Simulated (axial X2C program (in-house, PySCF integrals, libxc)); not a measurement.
# Spectroscopic constants of CoIn

All values were computed with an in-house all-electron X2C program for linear molecules (integrals from PySCF). Spin-free means the one-electron spin-free X2C Hamiltonian; two-component (2c) means X2C with spin–orbit coupling and atomic mean-field two-electron Coulomb and Gaunt terms, so the difference of the two also holds small scalar two-electron terms. Basis: In dyall-cv3z [11s12p9d4f1g], Co dyall-cv3z [9s10p6d3f2g] (cores contracted in-house); Gaussian nuclei, density fitting, unrestricted open shells. Masses: In 114.904 u, Co 58.933 u.

Input:
```json
{
 "zs": [
  49,
  27
 ],
 "q": 0,
 "bas": [
  "dyall-cv3z",
  "dyall-cv3z"
 ],
 "levels": [
  "PBE0",
  "HF",
  "LDA"
 ],
 "cc": true,
 "r0": 2.53,
 "thr": -1.0,
 "nmax": 90,
 "npts": 10,
 "nst": 2,
 "ntry": 6
}
```
```bash
python so2c.py task.json out
```

Keys: zs atomic numbers; q charge; bas basis sets; levels methods; cc coupled cluster on or off; r0 starting distance in Å; thr threshold in hartree for freezing inner shells (an s shell follows its p shell); nmax most natural virtual spinors; npts points on the curve; nst determinants followed; ntry starts of the search. HF also brings MP2.

State, spin-free: M_S = 1, Λ = 3 (beyond evenly filled blocks: π+α, π+β, π-α, δ+α, δ+β, δ-α); electrons by block: σα: 17, σβ: 17, π+α: 8, π+β: 8, π-α: 8, π-β: 7, δ+α: 3, δ+β: 3, δ-α: 3, δ-β: 2. Fragments: In + Co.

State, 2c: Ω = 3 (⟨Sz⟩ = 1.00, ⟨Lz⟩ = 2.00 at PBE0); electrons by block: 1/2: 25, -1/2: 24, 3/2: 11, -3/2: 11, 5/2: 3, -5/2: 2. Fragments: In + Co.

```csv
Hamiltonian,level,Re (Å),ωe (cm⁻¹),ωexe (cm⁻¹),Be (cm⁻¹),αe (cm⁻¹),De (eV),μ (D)
spin-free,PBE0,2.625,183.0,0.524,0.06278,0.000282,1.36,-0.56
spin-free,CCSD,2.640,186.3,n/a,0.0621,0.000282,0.693,n/a
spin-free,CCSD(T),2.613,199.3,n/a,0.06338,0.000277,n/a,n/a
spin-free,LDA,2.543,200.6,0.629,0.06693,0.000311,2.60,-0.97
2c,PBE0,2.603,184.2,0.555,0.06386,0.000297,n/a,-0.35
```

Correlated methods: 12 electrons correlated (number of frozen shells: In 4 s, 3 p, 2 d; Co 3 s, 2 p), 312 virtual spin orbitals or spinors in MP2, 90 natural virtuals in coupled cluster.

Dipoles are positive if Co is the positive end.

The state is one determinant whose occupation by symmetry is held fixed; it was picked as the lowest of a PBE0 search that is not exhaustive. Dissociation energies refer to the lowest single-determinant-based atoms at the same level and basis. De is not given where an atomic determinant may have missed its ground term or J level, or where the truncated virtual space spoils (T). Density functionals use the spin component along the axis (collinear). CCSD and (T) use frozen natural virtuals with an MP2 correction for the truncation; (T) itself is uncorrected, so its De runs slightly low. Other states lie close and PBE0, whose exact exchange favours high spin, may order them wrongly; the determinant shown need not be the ground state. The nearest other spin-free determinant of the search, M_S = 1, Λ = 1, lies 0.15 eV up at the distance of the search. Without a current term, density functionals place determinants with orbital angular momentum somewhat too high. With several unpaired electrons one determinant need not be a pure state. At some level and bond length an empty orbital lies below a filled one. The determinant is spin-polarised beyond a pure state at some levels (its spin-free form has ⟨S²⟩ too high), which makes Re and μ there less reliable. The T1 diagnostic is large, a sign of multireference character. With the outer-core shells frozen, correlated bond lengths of heavy atoms tend to come out a few hundredths of an ångström too long.

The spin-free and the 2c determinant differ in configuration, so the two halves of the table describe two states.

No reliable constants came from CCSD (2c), CCSD(T) (2c), HF (2c), HF (spin-free), LDA (2c), MP2 (2c), MP2 (spin-free): no minimum in range, unconverged points, a curve that is not smooth, a change of character along it, or the two Hamiltonians disagreeing along it.

Rough cost a point (2c) on 1 thread(s) of a shared host, integrals apart: PBE0 1.4 s.

The whole task took 4.5 min on 1 thread of Arm Neoverse V1 (shared host).
